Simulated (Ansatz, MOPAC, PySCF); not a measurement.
Noncovalent pair: CH6OSn (SMILES C[O][SnH3]) (first 9 atoms) with NH3 (SMILES N); geometry from B3LYP-D3(BJ)/def2-TZVP, rigid monomers moved along the line of their centres of mass till Sn3···N10 is 2.54 Å.
(charge 0, multiplicity 1):
```xyz
13

C     -2.3990     0.9389     1.3132
O     -1.3729     0.0123     1.6007
Sn     0.5445     0.5525     1.3335
H     -3.3593     0.4543     1.5104
H     -2.3409     1.8385     1.9386
H     -2.3936     1.2615     0.2646
H      0.3042     2.1683     0.7463
H      1.2882    -0.3554     0.0929
H      1.3880     0.6490     2.8154
N      0.2514    -1.8114     2.2129
H      0.5308    -2.0338     3.1606
H     -0.7524    -1.6560     2.1928
H      0.4737    -2.6023     1.6206
```

Monomers are frozen at their geometry in the pair; levels with a basis set take the counterpoise correction. Rows marked so take none.

Rows in 3-21G carry no dispersion term and start afresh at each structure; the Pople sets are all-electron and without relativity. The state reached by PM3 isn't checked.

Run with Ansatz (a quantum-chemistry and plane-wave program) with Gaussian orbitals; MOPAC for PM3 (differences of heats of formation); PySCF for 3-21G rows, the dispersion terms. Values without a source in brackets are computed. In def2 rows elements past Kr take small-core potentials, without spin–orbit coupling.

Q: What is the computed interaction energy (PM3)?

A: -0.6 kcal/mol

Q: Estimate the interaction energy that B3LYP-D4/def2-TZVPPD returns for this input.

A: -6.3 kcal/mol

Q: Estimate the interaction energy that HF/3-21G (no counterpoise) returns for this input.

A: -18.1 kcal/mol
